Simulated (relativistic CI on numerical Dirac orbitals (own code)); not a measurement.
# Hyperfine structure of Zn X, mass number 67

Method of calculation: Dirac-Coulomb-Breit CI, orbitals from a KLI potential per configuration, model QED (radiative potential, 1s self-energy scaled to tabulated hydrogen-like ionisation energies), unscaled Slater integrals (own radial code, finite nucleus).

Configurations in the expansion (outside the closed core [Ne]): 3s2.3p6.3d3, 3s2.3p5.3d4, 3s.3p6.3d4, 3s2.3p6.3d2.4s, 3s2.3p6.3d2.4p, 3s2.3p6.3d2.4d, 3s2.3p6.3d.4s.4p, 3s2.3p6.3d2.4f, 3s2.3p6.3d2.5s, 3s2.3p6.3d2.5p, 3p6.3d5, 3p5.3d6, 3s2.3p6.3d.4s2, 3s2.3p6.4s2.4p, 3s2.3p6.4s2.4d, 3s2.3p6.4s2.4f, 3s2.3p6.3d.4p2, 3s2.3p6.4s.4p2, 3s2.3p6.4p3, 3s2.3p6.4p2.4d, 3s2.3p6.4p2.4f, 3s2.3p6.3d.4s.4d, 3s2.3p6.4s.4p.4d, 3s2.3p6.4s.4d2, 3s2.3p6.4s.4d.4f. Double excitations out of closed p, d and f shells are left out; levels of such configurations are missing from the list, as are those of other unlisted configurations, and high levels can miss mixing partners.

Nuclear spin I = 5/2, μ = 0.87485 μN, Q = 0.122 b (tables of Stone and Pyykkö). The electronic factors are computed for point nuclear moments, without core polarisation or the Bohr-Weisskopf and QED corrections.

```csv
Level,E (cm⁻¹),A (MHz),B (MHz)
3s2.3p6.3d3 4F_3/2,0.0,792.7,-64
3s2.3p6.3d3 4F_5/2,1567.8,489.8,-63.4
3s2.3p6.3d3 4F_7/2,3568.3,403.4,-87.8
3s2.3p6.3d3 4F_9/2,5875.6,385.6,-129
3s2.3p6.3d3 4P_1/2,30853.9,-415.4,
3s2.3p6.3d3 4P_3/2,31188.8,377.8,-143
3s2.3p6.3d3 4P_5/2,33454.7,185.9,181
3s2.3p6.3d3 2G_7/2,33628.8,598.1,102
```

Levels with J = 0, under 50 % of one LS term, or S terms without an open s electron are left out. Small factors come from cancelling terms and can be off by tens of per cent or more.

At this charge energies of transitions that change n are usually good to better than 1 %, and those within a shell (Δn = 0) to a few per cent. Terms inside the open d or f shell come out 10 to 20 % too wide with unscaled integrals.

Problem. Give the hyperfine levels of 3s2.3p6.3d3 4F_3/2 relative to its centre of gravity.

Solution. With K = F(F + 1) − I(I + 1) − J(J + 1), E = AK/2 + B[¾K(K + 1) − I(I + 1)J(J + 1)]/[2I(2I − 1)J(2J − 1)]: F = 1: -4206, F = 2: -2570, F = 3: -163, F = 4: 2957 MHz.

LS names give the leading component of a level, which can be under half, so a name can repeat, a term be missing and a line seem to break the LS rules.
